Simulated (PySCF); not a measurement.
C₆H₉F.
SMILES with atom numbers: `[CH3:1][C@@H:2]1[CH2:3][CH2:4]/[C:5]1=[CH:6]/[F:7]` (hydrogens: H8, H9, H10 on C1; H11 on C2; H12, H13 on C3; H14, H15 on C4; H16 on C6)

The geometry is computed with GFN2-xTB (gas phase).

**Question.** List the bond lengths, angles and torsions at this level.

**Answer.** 
| bond | length (Å) |
| --- | --- |
| C1–C2 | 1.521 |
| C2–C3 | 1.545 |
| C3–C4 | 1.541 |
| C4–C5 | 1.502 |
| C5=C6 | 1.316 |
| C6–F7 | 1.352 |
| C2–C5 | 1.509 |
| C1–H8, C1–H9, C1–H10 | 1.088 |
| C2–H11 | 1.093 |
| C3–H12 | 1.088 |
| C3–H13 | 1.087 |
| C4–H14 | 1.089 |
| C4–H15 | 1.089 |
| C6–H16 | 1.080 |

Bonds in one row agree within 0.01 Å and their mean is given. A selection of angles:
| angle | degrees |
| --- | --- |
| C2–C1–H8 | 110.3 |
| H8–C1–H9 | 108.8 |
| H9–C1–H10 | 108.5 |
| C1–C2–C3 | 116.3 |
| C1–C2–C5 | 115.4 |
| C1–C2–H11 | 109.5 |
| C3–C2–C5 | 88.3 |
| C3–C2–H11 | 113.5 |
| C5–C2–H11 | 112.6 |
| C2–C3–C4 | 90.0 |
| C2–C3–H12 | 113.4 |
| C2–C3–H13 | 114.9 |
| C4–C3–H12 | 114.0 |
| C4–C3–H13 | 114.6 |
| H12–C3–H13 | 109.1 |
| C3–C4–C5 | 88.7 |
| C3–C4–H14 | 114.8 |
| C3–C4–H15 | 115.4 |
| C5–C4–H14 | 114.0 |
| C5–C4–H15 | 114.6 |
| H14–C4–H15 | 108.5 |
| C4–C5–C6 | 132.7 |
| C2–C5–C4 | 92.9 |
| C2–C5–C6 | 134.4 |
| C5–C6–F7 | 122.1 |
| C5–C6–H16 | 126.0 |
| F7–C6–H16 | 111.9 |

Dihedral angles: C1–C2–C3–C4 -119° (anticlinal); C2–C3–C4–C5 2° (synperiplanar); C3–C4–C5–C6 177° (antiperiplanar); C4–C5–C6–F7 -179° (antiperiplanar); C1–C2–C5–C4 120° (anticlinal).

The C–C distances run from 1.316 Å (C5=C6, drawn double) to 1.545 Å (C2–C3, drawn single), a spread of 0.229 Å. The 4-membered ring C2–C3–C4–C5 has internal angles of 88.3° to 92.9° (sum 360°, against 360° for a flat polygon); it is almost planar, 0.01 Å rms from its mean plane, widest ring torsion 2°.

Point group: C1 (no symmetry element, even within 0.4 Å). GFN2-xTB frequencies: not computed here.
